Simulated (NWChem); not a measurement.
All runs are NWChem calculations. System: CClF3, charge 1, spin multiplicity 2, at the geometry of a parent with another charge or spin, in a state set for the comparison that need not be this species' ground state. Its SCF solution wasn't tested for a lower state. Level: UMP2/def2-TZVP, 9 core orbitals frozen.

Output (cleaned and shortened):

```
             Northwest Computational Chemistry Package (NWChem) 7.3.0
             --------------------------------------------------------

                                NWChem Input Module
                                -------------------

 Scaling coordinates for geometry "geometry" by  1.889725989
 (inverse scale =  0.529177249)

 Turning off AUTOSYM since
 SYMMETRY directive was detected!

                             Geometry "geometry" -> ""
                             -------------------------

 Output coordinates in angstroms (scale by  1.889725989 to convert to a.u.)

  No.       Tag          Charge          X              Y              Z
 ---- ---------------- ---------- -------------- -------------- --------------
    1 F                    9.0000     0.56175600    -0.84780700     1.07213200
    2 C                    6.0000    -0.02441100    -0.35246700     0.00000000
    3 F                    9.0000     0.56175600    -0.84780700    -1.07213200
    4 F                    9.0000    -1.29079200    -0.71949200     0.00000000
    5 Cl                  17.0000     0.09717500     1.40298600     0.00000000

 Effective nuclear repulsion energy (a.u.)     251.4394348475

            Nuclear Dipole moment (a.u.)
            ----------------------------
        X                 Y               Z
 ---------------- ---------------- ----------------
    -0.0000207870     0.0000113384     0.0000000000

      Symmetry information
      --------------------

 Group name             Cs
 Group number              2
 Group order               2
 No. of unique centers     4

      Symmetry unique atoms

     1    2    4    5


 Summary of "ao basis" -> "" (spherical)
 ------------------------------------------------------------------------------
       Tag                 Description            Shells   Functions and Types
 ---------------- ------------------------------  ------  ---------------------
 *                         def2-tzvp                  on all atoms

 Summary of "ao basis" -> "ao basis" (spherical)
 ------------------------------------------------------------------------------
       Tag                 Description            Shells   Functions and Types
 ---------------- ------------------------------  ------  ---------------------
 F                         def2-tzvp                11       31   5s3p2d1f
 C                         def2-tzvp                11       31   5s3p2d1f
 Cl                        def2-tzvp                13       37   5s5p2d1f
[...]
     2   0 2 0    -15.255994   -103.700548    -96.553299    184.997853
     2   0 1 1     -0.000000     -0.000000     -0.000000      0.000000
     2   0 0 2    -21.064591    -48.614151    -46.337212     73.886772

                   NWChem MP2 Semi-direct Energy/Gradient Module
                   ---------------------------------------------

  Basis functions       =    161
  Molecular orbitals    =    161
  Frozen core           =      9
  Frozen virtuals       =      0
  Active alpha occupied =     16
  Active beta occupied  =     15
  Active alpha virtual  =    136
  Active beta virtual   =    137
  Use MO symmetry       = T
  Use skeleton AO sym   = T

  AO/Fock/Back tols     =   1.0D-09  1.0D-09  1.0D-09

 GA uses MA = F    GA memory limited = T

 Available:
  local mem=  1.26D+08
 global mem=  1.44D+08
 local disk=  0.00D+00
  mp2_memr nvloc                   136
  nvloc new                   136
   1 passes of  16:        5242880                     161635                  92376378.
   1 passes of  16: M    126148487           G      144127358           F     120905607.

 Semi-direct pass number   1 of   1  for UHF alpha       at       10.0s
  vrange nnbf                 12480
  mp2_eaftype                   352  avail_ma_in_mb                  1099
 EAF : mp2_eaftype filesize         352   46188189.
  mp2_eaf for mointskh                    352
Node 0 wrote    217.3 Mb in      0.1 s     Agg I/O rate:  3275.7 Mb/s
 Done moints_semi at       18.1s
  mp2_eaftype                   352  avail_ma_in_mb                   747
 EAF : mp2_eaftype filesize         352   46188189.
  mp2_eaf for kh                   352
 Done maket at       18.6s
 Done multipass loop at       18.6s

 GA uses MA = F    GA memory limited = T

 Available:
  local mem=  1.26D+08
 global mem=  1.44D+08
 local disk=  0.00D+00
  mp2_memr nvloc                   137
  nvloc new                   137
   1 passes of  15:        5242880                     155587                  87242106.
   1 passes of  15: M    126148487           G      144127358           F     120905607.

 Semi-direct pass number   1 of   1  for UHF beta        at       18.7s
  vrange nnbf                 12480
  mp2_eaftype                   332  avail_ma_in_mb                  1099
 EAF : mp2_eaftype filesize         332   43621053.
  mp2_eaf for mointskh                    332
Node 0 wrote    205.2 Mb in      0.1 s     Agg I/O rate:  3428.0 Mb/s
 Done moints_semi at       26.6s
  mp2_eaftype                   332  avail_ma_in_mb                   767
 EAF : mp2_eaftype filesize         332   43621053.
  mp2_eaf for kh                   332
 Done maket at       27.2s
 Done multipass loop at       27.2s

          -------------------------------------------
          SCF energy                -795.403712265053
          Correlation energy          -1.047234614046
          Singlet pairs                0.000000000000
          Triplet pairs                0.000000000000
          Total MP2 energy          -796.450946879099
          -------------------------------------------

          ---------------------------------------------------
                    Spin Component Scaled (SCS) MP2
          Same spin pairs                     -0.276471044364
          Same spin scaling factor             0.333333333333
          Opposite spin pairs                 -0.770763569682
          Opposite spin scaling fact.          1.200000000000
          SCS-MP2 correlation energy          -1.017073298407
          Total SCS-MP2 energy              -796.420785563460
          ---------------------------------------------------

 -----------------------
 Performance information
 -----------------------

 Timer overhead =  9.66D-08 seconds/call

               Nr. of calls         CPU time (s)                 Wall time (s)                GFlops
             ---------------    -------------------     ------------------------------   -------------------
Name         Min   Avg   Max    Min     Avg     Max     Min     Avg     Max   Mx/calls   Min     Max     Sum
mp2: moin     2     2     2    16.     16.     16.      16.     16.     16.     8.0      0.0     0.0     0.0
mp2: make     2     2     2    1.1     1.1     1.1      1.1     1.1     1.1    0.54      0.0     0.0     0.0
mp2: tota     1     1     1    17.     17.     17.      17.     17.     17.     17.      0.0     0.0     0.0

 The average no. of pstat calls per process was 5.00D+00
 with a timing overhead of 4.83D-07s

 Task  times  cpu:       27.2s     wall:       27.2s

 Total times  cpu:       27.2s     wall:       27.2s
```

Problem. Write an NWChem input that would produce this output.

Solution. This is not unique; one that fits is 
```
start mol
memory heap 200 mb stack 900 mb global 1100 mb
charge 1
geometry units angstroms nocenter noautoz
  F      0.561756    -0.847807     1.072132
  C     -0.024411    -0.352467     0.000000
  F      0.561756    -0.847807    -1.072132
  F     -1.290792    -0.719492     0.000000
  Cl     0.097175     1.402986     0.000000
  symmetry group Cs
end
basis spherical
  * library def2-tzvp
end
scf
  uhf
  nopen 1
  maxiter 100
  thresh 1e-7
  semidirect memsize 60000000 filesize 0
  # guess.movecs holds the orbitals of an unrestricted PBE0 run
  vectors input guess.movecs output mol.movecs
end
mp2
  freeze core 9
end
task mp2 energy
```
